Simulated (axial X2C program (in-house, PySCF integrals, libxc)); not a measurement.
## Correcting the dissociation energy of LiSe⁺ for spin–orbit coupling

A spin-free CCSD(T) curve (one-electron X2C) was computed with an in-house all-electron X2C program for linear molecules (integrals from PySCF), basis Se dyall-cv3z [8s9p6d4f1g], Li dyall-cv3z [7s8p2d] (cores contracted in-house), for the state M_S = 1, Λ = 0 (beyond evenly filled blocks: π+α, π-α). It gives D0 = 0.832 eV to Se + Li+, which in a spin-free picture are the weighted means of the ground terms.

Correlated methods: 6 electrons correlated (number of frozen shells: Se 3 s, 2 p, 1 d; Li 1 s), 188 virtual spin orbitals or spinors in MP2, 58 natural virtuals in coupled cluster.

Measured levels of the ground terms (NIST Handbook of Basic Atomic Spectroscopic Data), in cm⁻¹: Se 3P: J = 2 at 0, J = 1 at 1989.5, J = 0 at 2534.4; Li+ 1S: J = 0 at 0.

The molecular state has Λ = 0, so it has no first-order lowering.

Question: How far does each ground level lie under the (2J+1)-weighted mean of its term?

Answer: Se: (5 × 0 + 3 × 1989.5 + 1 × 2534.4)/9 = 945 cm⁻¹; Li+: a single level, 0.

Question: Correct D0.

Answer: D0 = 0.832 + (0 − 945)/8065.5 = 0.715 eV at CCSD(T) with these spin–orbit terms. The direct two-component run gives 0.729 eV; the difference holds second-order terms in the molecule, scalar two-electron terms, the gap between measured and computed atomic splittings (a 2c atom can miss part of its lowering) and, in coupled cluster, the truncation of each run.

Second-order spin–orbit effects in the molecule, which grow quickly with Z, are left out. The state is a single determinant with fixed occupations, the lowest that a limited PBE0 search found. De is counted from the lowest determinant-based energies of the atoms at the same level, without counterpoise correction. Coupled cluster ran in a truncated set of natural virtual spinors; the MP2 energy of the rest was added. (T) has no such correction and the atoms are truncated less, which lowers De at CCSD(T) by a hundredth of an eV or more.
